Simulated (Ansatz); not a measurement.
Reaction (substitution at a C–N bond): `BNC=C=C` + H–F → `C=C=CF` + `BN`

Program: Ansatz. Geometries: PBE0-D4/def2-TZVP. ΔE: electronic, gas phase. CBS: MP2 limit from def2 TZ/QZ plus the TZ coupled-cluster correction, frozen cores. This one scheme is used for every species. Functionals use def2-TZVPP. Each species was taken in one conformer, which may not be the lowest.

CCSD(T)/CBS gives +11.7 kcal/mol.

(1) Another level gave +10.7 kcal/mol. Which?
A. r2SCANh/def2-TZVPP
B. revPBE/def2-TZVPP
C. BLYP/def2-TZVPP
D. CCSD(T)/def2-TZVPP

Largest T1 diagnostic among the species: 0.014.

Answers

(1) D. CCSD(T)/def2-TZVPP 10.7, BLYP 6.3, revPBE 7.8, r2SCANh 9.2 kcal/mol.

Leaving LDA and LC-ωPBE aside and taking each functional with its dispersion term where it has one, the values, not all of them listed here, spread over 3.6 kcal/mol, from B97M-V to PBE-QIDH. LDA lies +2.3 kcal/mol from PBE without D4. From r2SCAN to r2SCAN0 (25 % exact exchange), in def2-TZVPP and without D4, ΔE moves by +1.0 kcal/mol. At CCSD(T), def2-SVP lies −2.6 kcal/mol from the extrapolated value and def2-TZVPP −1.1 kcal/mol.
